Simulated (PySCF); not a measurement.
NMR data simulated for an unnamed compound:

$^{1}$H NMR (600 MHz, computed): δ 5.74 (br s, 2H), 4.83 (br, 2H), 4.78 (br, 1H), 3.65 (q, J = 8.5 Hz, 2H).

$^{13}$C{$^{1}$H} NMR (computed): δ 129.6 (C, q, J = 343.1 Hz), 56.4 (CH2, q, J = 33.7 Hz).

Theory: spin–spin couplings from B3LYP/pcJ-1 (spin–dipole term only in couplings to heteroatoms), σ from GIAO-PBE0/pcSseg-1, PBE0-D3(BJ)/def2-SVP geometry, in PySCF 2.14.0 with density-fitted response routines (no solvent model, equivalent nuclei averaged, single conformer, non-relativistic).

Referencing at the same level of theory: TMS for $^{1}$H (σref 31.27) and $^{13}$C (σref 184.41).

Q: Which of these does the molecule contain: an NH or NH2 group, an OH group, an amide, a CF3 group, an aldehyde?

A: 
- An NH or NH2 group: yes (δH 5.74 (br s)).
- An OH group: no.
- An amide: no.
- A CF3 group: yes (δC 129.6).
- An aldehyde: no.

The data belong to `FC(F)(F)CN1BNBNB1`, C2H7B3F3N3; they needn't prove each group on their own.

Carbon signals by region: 1 in the sp2 and nitrile region (100–160 ppm), 1 at 50–100 ppm.

OH and NH positions are those of a molecule without intermolecular hydrogen bonds; in solution they move with solvent, concentration and temperature, and exchange usually removes their couplings. Hydrogens on boron are broadened and split by $^{11}$B (spin 3/2, 80 %) and 10B (spin 3). Common functionals overestimate the size of one-bond C–F couplings by tens of Hz; these are unscaled. Splittings below 1 Hz are ignored in the labels, and close J values are merged. Couplings among chemically equivalent protons are left out too, so labels in AA′BB′ or AA′XX′ sets are apparent multiplicities. Shifts are as computed. Against solution values, carbons near 30 ppm lie about +2 ppm off and those near 130 ppm about +5 ppm. Of 1313 compounds with measured shifts, 239 miss one by over three times the rms of a fit or turn the order of signals round; such compounds aren't used in these exercises. Couplings to exchangeable protons are dropped.
